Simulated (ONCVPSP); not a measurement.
# S: one change to an ONCV potential, before and after

sulfur (S), optimised norm-conserving Vanderbilt (ONCV), made with ONCVPSP 4.0.1 (PBEsol, non-relativistic). Core [Ne], reference 3s2 3p4. Waves: 3s: rc 1.40 bohr, ncon 3, nbas 6, qcut 5.8 1/bohr, 3 projectors, debl 3.8 Ha; 3p: rc 1.15 bohr, ncon 3, nbas 8, qcut 8.3 1/bohr, 1 projector; d scattering state at 0.11 Ha: rc 1.50 bohr, ncon 4, nbas 7, qcut 6.4 1/bohr, 2 projectors, debl 1.5 Ha. Local part: polynomial inside 1.05 bohr (lpopt 5, dvloc0 0 Ha). Core correction: Teter function fitted to the true core (icmod 2), fcfact 0.6.

Change: s: qcut 7.1.

Cutoffs: the cutoffs (Ha) at which the residual kinetic energy of the hardest occupied pseudo-wave falls to 1 and 0.1 mHa per electron; they do not see the model core or the augmentation charge, which bear on the density cutoff. Errors are all-electron minus pseudo energies relative to the spin-unpolarised reference configuration.

Task: Predict the effect on cutoff, ghosts and configuration errors.

Result: The potential gets neither clearly harder nor softer (23 Ha and 38 Ha → 23 Ha and 38 Ha); a bound ghost appears in s, which as a rule spoils a file; the errors of the 4 common tests hardly move.

| quantity | base | changed |
| --- | --- | --- |
| cutoff, loose | 23 Ha | 23 Ha |
| cutoff, tight | 38 Ha | 38 Ha |
| loose cutoff by channel | s 13 Ha, p 23 Ha | s 15 Ha, p 23 Ha |
| bound ghosts | none | s |
| GHOST(+) flags under 300 eV | s at 299.4 eV | none |
| error for 3s2 3p3, meV [ΔE 11.75 eV] | +1.5 | +1.4 |
| error for 3s2 3p2, meV [ΔE 34.00 eV] | +18 | +17 |
| error for 3s2 3p1, meV [ΔE 68.01 eV] | +59 | +57 |
| error for 3s2 3p3.5, meV [ΔE 4.65 eV] | -0.3 | -0.4 |
| s: phases at 1.42 bohr within 0.05 rad from the reference energy up to (Ha; the scan ends near 5) | to the end of the scan | to the end of the scan |
| p: phases at 1.17 bohr within 0.05 rad from the reference energy up to (Ha; the scan ends near 5) | 1.2 | 1.2 |
| d: phases at 1.52 bohr within 0.05 rad from the reference energy up to (Ha; the scan ends near 5) | to the end of the scan | to the end of the scan |
| rms error of d²Exc/dni dnj with the model core, mHa | 0.70 | 0.81 |

 A true bound ghost makes a file unfit for plane-wave use even where its test errors are small: the radial tests pick states by their node count and pass the ghost by.
